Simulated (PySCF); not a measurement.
## Polarisability and C₆ of O²⁺ (oxygen, charge +2)

[He] 2s2 2p2, high-spin 3P determinant. Computed with PySCF 2.14 in aug-cc-pVQZ, with no relativity, point nucleus. Coupled (time-dependent) response in atomic units; α is the mean over directions.

| method | mean α (bohr³) | α xx, yy, zz | C₆ (like pair) | S(−4) |
| --- | --- | --- | --- | --- |
| UHF | 1.803 | 1.922, 1.744, 1.744 | 2.358 | 3.680 |
| PBE | 1.748 | 1.866, 1.689, 1.689 | 2.340 | 2.828 |
| PBE0 | 1.746 | 1.866, 1.686, 1.686 | 2.325 | 2.907 |
| PBEsol | 1.747 | 1.867, 1.688, 1.688 | 2.348 | 2.778 |
| HSE06 | 1.751 | 1.872, 1.691, 1.691 | 2.330 | 2.945 |

S(−4) is the Cauchy moment in α(ω) = α(0) + S(−4) ω² + …

α(iu) at HSE06:

```json
{"u (hartree)": "0", "α(iu) (bohr³)": "1.751"}
{"u (hartree)": "0.0500", "α(iu) (bohr³)": "1.744"}
{"u (hartree)": "0.100", "α(iu) (bohr³)": "1.722"}
{"u (hartree)": "0.200", "α(iu) (bohr³)": "1.646"}
{"u (hartree)": "0.300", "α(iu) (bohr³)": "1.540"}
{"u (hartree)": "0.500", "α(iu) (bohr³)": "1.307"}
{"u (hartree)": "0.750", "α(iu) (bohr³)": "1.055"}
{"u (hartree)": "1.00", "α(iu) (bohr³)": "0.8626"}
{"u (hartree)": "1.50", "α(iu) (bohr³)": "0.6033"}
{"u (hartree)": "2.00", "α(iu) (bohr³)": "0.4424"}
{"u (hartree)": "3.00", "α(iu) (bohr³)": "0.2635"}
{"u (hartree)": "5.00", "α(iu) (bohr³)": "0.1222"}
```

A single London oscillator, α(iu) = α/(1 + u²/ω²), gives C₆ = (3/4) ω α². Matching the computed C₆ needs ω = 4 × 2.330 / (3 × 1.751²) = 1.01 hartree.

For an ion, C₆ is the dispersion term alone; charge-induced terms of lower order in 1/R come first.

The components differ because the open shell of this determinant is not spherical; for a pure term their mean is the scalar polarisability.
